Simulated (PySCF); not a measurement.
CH7FOSi2, SMILES C[Si@@H](F)O[SiH3]. Atoms are numbered in the order given.

```xyz
12

C      1.8497     1.2329    -0.1706
Si     0.9919    -0.4146    -0.0946
F      0.9846    -0.9108     1.4576
O     -0.5731    -0.2902    -0.5961
Si    -2.0956     0.3010    -0.2826
H      1.8656     1.6170    -1.2034
H      1.3287     1.9699     0.4618
H      2.8903     1.1534     0.1827
H      1.6509    -1.4708    -0.8959
H     -2.8495    -0.6501     0.5799
H     -2.8059     0.4715    -1.5784
H     -2.0034     1.6214     0.4074
```
Charge 0, spin multiplicity 1.

The structure is a stationary point at B3LYP-D3(BJ)/def2-SVP. The structure was generated by enumeration; whether it is a known compound was not checked. Other conformers were not sampled.

Calculation: SMD-M06-2X/def2-SVP in PySCF.

Solvation free energies are E(SMD) − E(gas) at the gas-phase geometry, for 1 M in both phases. In vacuum the dipole moment is 1.63 D.

Computed solvation free energies in water, n-hexane, tetrahydrofuran:
```
solvent          ΔG(solv) (kcal/mol)  its non-electrostatic (CDS) part  dipole (D)
---------------  -------------------  --------------------------------  ----------
water                            1.4                               4.4        2.02
n-hexane                        -1.6                              -0.6        1.77
tetrahydrofuran                 -2.0                               0.3        1.94
```
